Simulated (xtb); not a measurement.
CH₃O (SMILES [CH2-]O), charge -1, singlet, from a rough starting geometry; GFN2-xTB in xtb.

Here is a job for xtb.
```
$ xtb mol.xyz --gfn 2 --chrg -1 --opt vtight --json

# file mol.xyz
5

C     -0.39216458     0.48794117    -0.02180903
O     -0.33240056    -0.91059190     0.03930422
H      0.60034659    -1.25654773    -0.03026839
H      0.09603965     0.89388283     0.89644349
H      0.14915074     0.85801793    -0.93503823
```

Task: What does xtb print? Leave out banner, timings and long lists.

Result: 
```
   ID    Z sym.   atoms
    1    6 C      1
    2    8 O      2
    3    1 H      3-5

           -------------------------------------------------
          |                Calculation Setup                |
           -------------------------------------------------

           -------------------------------------------------
          |                 G F N 2 - x T B                 |
           -------------------------------------------------

          ...................................................
          :                      SETUP                      :
          :.................................................:
          :  # basis functions                  11          :
          :  # atomic orbitals                  11          :
          :  # shells                            7          :
          :  # electrons                        14          :
          :  max. iterations                   250          :
          :  Hamiltonian                  GFN2-xTB          :
          :  restarted?                      false          :
          :  GBSA solvation                  false          :
          :  PC potential                    false          :
          :  electronic temp.          300.0000000     K    :
          :  accuracy                    1.0000000          :
          :  -> integral cutoff          0.2500000E+02      :
          :  -> integral neglect         0.1000000E-07      :
          :  -> SCF convergence          0.1000000E-05 Eh   :
          :  -> wf. convergence          0.1000000E-03 e    :
          :  Broyden damping             0.4000000          :
          :  net charge                         -1          :
          :  unpaired electrons                  0          :
          ...................................................

 iter      E             dE          RMSdq      gap      omega  full diag
   1     -7.8345587 -0.783456E+01  0.562E+00    8.85       0.0  T
   2     -7.8369403 -0.238160E-02  0.335E+00    8.69       1.0  T
   3     -7.8375101 -0.569823E-03  0.372E-01    8.35       1.0  T
   4     -7.8375595 -0.493669E-04  0.111E-01    8.30       1.0  T
   5     -7.8375620 -0.250959E-05  0.292E-02    8.35       1.5  T
   6     -7.8375628 -0.812605E-06  0.140E-02    8.34       3.2  T
   7     -7.8375630 -0.201090E-06  0.472E-03    8.34       9.5  T
   8     -7.8375630 -0.805842E-08  0.744E-04    8.34      60.1  T
   9     -7.8375630 -0.573852E-10  0.269E-04    8.34     166.4  T

[...]
         :: total energy              -7.791410614818 Eh    ::
 * total energy  :    -7.7914106 Eh     change       -0.9128609E-10 Eh
 * total energy  :    -7.7962283 Eh     change       -0.4817676E-02 Eh
 * total energy  :    -7.7974227 Eh     change       -0.1194411E-02 Eh
 * total energy  :    -7.7977711 Eh     change       -0.3484364E-03 Eh
 * total energy  :    -7.7978939 Eh     change       -0.1227590E-03 Eh
 * total energy  :    -7.7979318 Eh     change       -0.3790944E-04 Eh
 * total energy  :    -7.7979361 Eh     change       -0.4319006E-05 Eh
 * total energy  :    -7.7979369 Eh     change       -0.7949415E-06 Eh
 * total energy  :    -7.7979370 Eh     change       -0.5083702E-07 Eh
   *** GEOMETRY OPTIMIZATION CONVERGED AFTER 9 ITERATIONS ***
         :: total energy              -7.797936971932 Eh    ::
[...]
        10                          0.4026286              10.9561
        11                          0.4507879              12.2666
      -------------------------------------------------------------
                  HL-Gap            0.3140061 Eh            8.5445 eV
             Fermi-level            0.1268727 Eh            3.4524 eV

     #   Z          covCN         q      C6AA      α(0)
     1   6 C        2.658    -0.192    33.039     9.404
     2   8 O        1.640    -0.565    24.342     6.660
     3   1 H        0.804     0.170     1.289     1.783
     4   1 H        0.911    -0.206    11.301     5.258
     5   1 H        0.911    -0.206    11.304     5.259

 Mol. C6AA /au·bohr⁶  :        341.435283
 Mol. C8AA /au·bohr⁸  :       6420.637891
 Mol. α(0) /au        :         28.365170

Wiberg/Mayer (AO) data.
largest (>0.10) Wiberg bond orders for each atom

 ---------------------------------------------------------------------------
     #   Z sym  total        # sym  WBO       # sym  WBO       # sym  WBO
 ---------------------------------------------------------------------------
     1   6 C    2.784 --     4 H    0.949     5 H    0.949     2 O    0.869
     2   8 O    1.840 --     3 H    0.955     1 C    0.869
     3   1 H    0.971 --     2 O    0.955
     4   1 H    0.957 --     1 C    0.949
     5   1 H    0.957 --     1 C    0.949
 ---------------------------------------------------------------------------

Topologies differ in total number of bonds
Writing topology from bond orders to xtbtopo.mol

molecular dipole:
                 x           y           z       tot (Debye)
 q only:        0.595      -0.223       0.027
   full:        1.474      -0.398       0.035       3.882
molecular quadrupole (traceless):
                xx          xy          yy          xz          yz          zz
 q only:        1.544      -1.716      -1.631       0.014       0.016       0.086
  q+dip:        0.882      -0.942      -2.234      -0.034       0.049       1.352
   full:        0.391      -0.976      -1.575      -0.036       0.039       1.184

optimized geometry written to: xtbopt.xyz

           -------------------------------------------------
          | TOTAL ENERGY               -7.797936971932 Eh   |
          | GRADIENT NORM               0.000055708042 Eh/α |
          | HOMO-LUMO GAP               8.544541078427 eV   |
           -------------------------------------------------

normal termination of xtb
```
